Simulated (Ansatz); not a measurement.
Se(OH)(SMe) (CH₄OSSe), SMILES CS[Se]O.

Geometry optimised at PBE-D3(BJ)/def2-SVP. The structure was generated by enumeration, and PubChem lists no compound with its InChIKey, so it may never have been made. One conformer was computed; it need not be the lowest.

Two levels are set side by side: PBE/def2-SVPD (Ansatz, an electronic-structure program) and CAM-B3LYP/def2-SVPD (Ansatz). Energy differences of separate SCF runs at the same geometry; the states with an electron removed or added have multiplicity 2 and 2. Differences are taken from unrounded values.

```csv
quantity,CAM-B3LYP
vertical ionisation energy (eV),9.17
vertical singlet–triplet gap (eV),3.37
```

What does PBE give, and how far is it from CAM-B3LYP? (The exact figures need the calculation; the answer reports its results.)


| quantity | PBE | PBE minus CAM-B3LYP |
|---|---|---|
| vertical ionisation energy (eV) | 8.81 | -0.35 |
| vertical singlet–triplet gap (eV) | 3.21 | -0.15 |
